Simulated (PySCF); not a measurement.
PySCF job for Be(H)(OSiH3) (BeH4OSi), SMILES [BeH][O][SiH3], PBE0/pcSseg-2. Coordinates come from a PBE-D3(BJ)/def2-TZVP optimisation.

```python
import numpy as np
from pyscf import gto, scf, dft
from pyscf.prop.nmr import rks as nmr

mol = gto.M(
    atom='''
    Be    0.00000000    0.00000000    2.11176153
    H     0.00000000   -0.00000000    3.44949518
    O    -0.00000000   -0.00000000    0.70152151
    Si    0.00000000   -0.00000000   -0.94083527
    H    -1.21868496   -0.70360809   -1.44567321
    H     1.21868496   -0.70360808   -1.44567322
    H     0.00000000    1.40721618   -1.44567321
    ''',
    basis='pcSseg-2',
    charge=0,
    spin=0,
    max_memory=1600,
    verbose=3,
)
mf = dft.RKS(mol, xc='pbe0')
mf.grids.level = 3
mf.conv_tol = 1e-10
mf.max_cycle = 100
mf.kernel()
n = nmr.NMR(mf)
n.verbose = 2
n.max_cycle_cphf = 60
sigma = n.kernel()
print('atom   isotropic/ppm   span/ppm')
for i, s in enumerate(sigma):
    w = np.linalg.eigvalsh((s + s.T) / 2)
    print(f'{mol.atom_symbol(i):2s}{i + 1:3d} {w.mean():14.3f} {w[2] - w[0]:11.3f}')
```

Program output:

```
converged SCF energy = -381.771168309226
atom   isotropic/ppm   span/ppm
Be  1        100.995      83.639
H   2         28.183       6.028
O   3        271.464     115.752
Si  4        385.888     117.329
H   5         26.091       7.201
H   6         26.091       7.201
H   7         26.091       7.201
```

Self-consistency was reached.

Cost: around 50 core-seconds (rough).
